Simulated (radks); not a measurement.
All-electron atom: Sb+ in [Kr] 4d10 5s1 5p3 (not the ground configuration). All-electron calculation, scalar-relativistic Kohn-Sham, r2SCAN, spin-polarised, spherical densities, finite nucleus; open shells are filled with parallel spins first (spin-orbit coupling, left out, can overturn this in heavy ions); meta-GGA in the generalised Kohn-Sham scheme; Fermi nuclear charge, rms radius 4.6802 fm. Program: a radial shooting solver on a logarithmic mesh with Libxc functionals.

Local quantities along the radius. ELF = 1/(1 + alpha^2) is the electron localisation function; alpha = (tau - tau_W)/tau_unif compares the Pauli kinetic energy density with that of the uniform gas (summed over spins). tau is taken from the large components.

r (bohr),ELF,alpha
0.001139,0.999,0.02322
0.001316,0.999,0.02326
0.00152,0.999,0.02344
0.001755,0.999,0.02380
0.002027,0.999,0.02436
0.002341,0.999,0.02514
0.002703,0.999,0.02620
0.003097,0.999,0.02750
0.003577,0.999,0.02928
0.004131,0.999,0.03158
0.004771,0.999,0.03455
0.00551,0.999,0.03842
0.006363,0.998,0.04350
0.007349,0.997,0.05027
0.008487,0.996,0.05945
0.009802,0.995,0.07215
0.01132,0.992,0.09013
0.01307,0.987,0.1163
0.0151,0.976,0.1552
0.01744,0.956,0.2148
0.02014,0.914,0.3075
0.02326,0.830,0.4519
0.02686,0.691,0.6694
0.03077,0.527,0.9469
0.03554,0.385,1.264
0.04104,0.319,1.460
0.0474,0.337,1.402
0.05474,0.433,1.145
0.06321,0.573,0.8636
0.07301,0.692,0.6677
0.08431,0.751,0.5763
0.09737,0.743,0.5887
0.1125,0.655,0.7265
0.1299,0.489,1.022
0.15,0.344,1.381
0.1732,0.324,1.443
0.2,0.444,1.119
0.231,0.623,0.7780
0.2668,0.740,0.5934
0.3057,0.767,0.5511
0.353,0.696,0.6604
0.4077,0.463,1.077
0.4708,0.217,1.902
0.5438,0.209,1.945
0.628,0.459,1.086
0.7253,0.705,0.6462
0.8376,0.772,0.5435
0.9673,0.737,0.5974
1.117,0.620,0.7831
1.29,0.438,1.133
1.49,0.300,1.527
1.721,0.316,1.470
1.987,0.503,0.9949
2.295,0.700,0.6541
2.651,0.787,0.5197
3.037,0.785,0.5241
3.507,0.704,0.6486
4.05,0.525,0.9521
4.678,0.272,1.635
5.402,0.084,3.313
6.239,0.016,7.820
7.205,0.002,22.04
8.321,0.000,76.16

On this mesh the ELF has minima near r = 0.041, 0.17, 0.54, 1.5 bohr, which separate the shells, and maxima near 0.084 (0.75), 0.31 (0.77), 0.84 (0.77), 2.7 (0.79).

Self-consistent cycle (total energy in hartree, residual of the potential): 1: -6479.871274, 4e+00; 2: -6481.081927, 2e+00; 3: -6481.573880, 7e-01; 4: -6481.667327, 5e-02; 5: -6481.668559, 1e-02; 6: -6481.668612, 3e-04; 7: -6481.668608, 1e-04; 8: -6481.668604, 3e-05; 9: -6481.668604, 7e-06; 10: -6481.668604, 5e-06; 11: -6481.668604, 2e-06.
